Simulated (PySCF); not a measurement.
Vertical excitation energies

Compound: C6H2N4.
Cartesian coordinates in Å at the GFN2-xTB level; atoms count from 1:
```xyz
12
C6H2N4 angstrom
N     -3.1756    1.6218   -0.7160
C     -2.1817    1.1035   -0.4883
C     -0.9744    0.4061   -0.1897
C     -1.0223   -0.9175    0.2587
C      0.2046   -1.5132    0.5239
N      1.3474   -0.8734    0.3638
C      1.2798    0.3828   -0.0673
C      2.5183    1.0762   -0.2419
N      3.5097    1.6283   -0.3807
N      0.1735    1.0542   -0.3516
H     -1.9579   -1.4363    0.3872
H      0.2796   -2.5335    0.8760
```

The calculation used TDDFT CAM-B3LYP/def2-SVPD, vertical, gas phase, core orbitals frozen in the response (PySCF 2.14.0, density-fitted response routines).

```
state  E (eV)  E (kJ/mol)  λ (nm)       f  symmetry  main configurations (H = HOMO, L = LUMO)
   S1    4.25         410   292.1  0.0024        A″                                 H→L (96%)
   S2    4.52         436   274.1  0.0010         –                               H→L+1 (98%)
   S3    5.35         516   231.7   0.078        A′                H-1→L (54%), H-1→L+1 (24%)
   S4    5.81         561   213.3  0.0008         –                               H-3→L (91%)
   S5    5.89         568   210.7   0.162        A′   H-1→L+1 (51%), H-1→L (32%), H-2→L (10%)
   S6    6.07         586   204.3  0.0009         –                             H-3→L+1 (93%)
   S7    6.28         606   197.5  0.0000         –   H-4→L+1 (41%), H-4→L (34%), H-5→L (10%)
   S8    6.30         608   196.7  0.0000         –                H-5→L (71%), H-4→L+1 (15%)
```

Triplets (Tamm–Dancoff): T1 3.73 eV, H→L (85%); T2 3.84 eV, H-1→L (66%), H-1→L+1 (16%); T3 4.12 eV, H→L+1 (82%).

The lowest singlet comes at 292 nm (410 kJ/mol) in the ultraviolet; it is very weak; its leading configuration is HOMO→LUMO (96%). The most intense listed level is S5 at 5.89 eV (211 nm, f = 0.162), 1.64 eV above S1. Löwdin shares by element: HOMO nitrogen 70% or more, carbon 13% or more (atoms not listed hold the other 17%); LUMO carbon 32% or more, nitrogen 29% or more (atoms not listed hold the other 39%). The listed states span 2.06 eV, and the widest gap between neighbours is 0.83 eV (S2 to S3). Orbital energies (eV): HOMO-3 -11.90, HOMO-2 -11.56, HOMO-1 -10.55, HOMO -10.38, LUMO -2.22, LUMO+1 -1.81, LUMO+2 0.61. Weighted by f, the mean energy of these states is 5.69 eV. Symmetry labels in Cs follow from the direction of the transition dipole and are given only for states with f of 0.002 or more. Singlets were solved by full linear response, triplets in the Tamm–Dancoff approximation.
